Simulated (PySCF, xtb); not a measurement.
Si(F)(Me)(SH)2 (CH₅FS₂Si), SMILES F[Si](C)(S)S. Other conformers were not sampled.

Harmonic wavenumbers (cm⁻¹) from GFN2-xTB in xtb at its own minimum, in rising order: 73, 96, 111, 138, 159, 174, 205, 208, 430, 537, 697, 718, 756, 815, 836, 858, 1373, 1457, 1460, 2458, 2459, 3041, 3044, 3048.

**Question.** What does PySCF with PBE0-D3(BJ)/def2-SVP give at its own minimum? (Estimate from the structure and the level; the computed values follow.)

**Answer.** 128, 141, 165, 174, 211, 244, 254, 281, 455, 559, 684, 731, 757, 790, 822, 921, 1270, 1420, 1422, 2717, 2718, 3064, 3173, 3179. Paired by order, the mean absolute difference is 66 cm⁻¹ and the zero-point energies are 36.0 and 37.6 kcal/mol.
